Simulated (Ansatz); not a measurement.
`O[SiH]1C=C1` + H₂S → `S[SiH]1C=C1` + H₂O at 700 K and 1 bar (ligand exchange at the Si–O bond).

Computed with Ansatz on PBE0-D4/def2-TZVP structures; ΔE is electronic, products minus reactants. CCSD(T)/CBS adds triple-zeta CCSD(T) − MP2 to the extrapolated MP2 energy (def2 sets, frozen cores). This one scheme is used for every species. Each species was taken in one conformer, which may not be the lowest.

```tsv
species	CCSD(T)/CBS energy (Eh)	H − E (kJ/mol)	S (J/(mol·K))
`O[SiH]1C=C1`	-442.74227	199.8	380.2
H₂S	-398.97279	64.8	236.9
`S[SiH]1C=C1`	-765.32172	190.7	409.1
H₂O	-76.37941	80.5	218.4
```

H − E and S are ideal-gas, rigid-rotor, harmonic terms from PBE0-D4/def2-TZVP, for one conformer and one mirror image of each species. 1 Eh = 2625.50 kJ/mol, R = 8.31446 J/(mol·K).

By hand: ΔE, ΔH, ΔS and ΔG.

ΔE = (-765.32172) + (-76.37941) − (-442.74227) − (-398.97279) = 0.01393 Eh = 36.6 kJ/mol. Δ(H − E) = 190.7 + 80.5 − 199.8 − 64.8 = 6.6, so ΔH = 43.2 kJ/mol. ΔS = 409.1 + 218.4 − 380.2 − 236.9 = 10.4 J/(mol·K). ΔG = 43.2 − 700 × (10.4)/1000 = 35.9 kJ/mol.

By hand: the equilibrium constant, and the temperature at which ΔG would vanish if ΔH and ΔS stayed fixed.

log₁₀ K = −ΔG/(RT ln 10) = -2.7. ΔG = 0 at ΔH/ΔS = 4154 K, far beyond where these terms or the molecules hold.

The number of gas molecules stays the same, so ΔS is small and ΔH decides. A doubt of 5 kJ/mol in ΔE shifts log₁₀ K by 0.4 here. Other conformers and mirror images would add mixing entropy, several J/(mol·K) or more a flexible species. These are equilibria of isolated gas molecules and say nothing of rates. Largest T1 diagnostic: 0.012 (customary marks: 0.02 for closed shells, 0.045 for open ones).
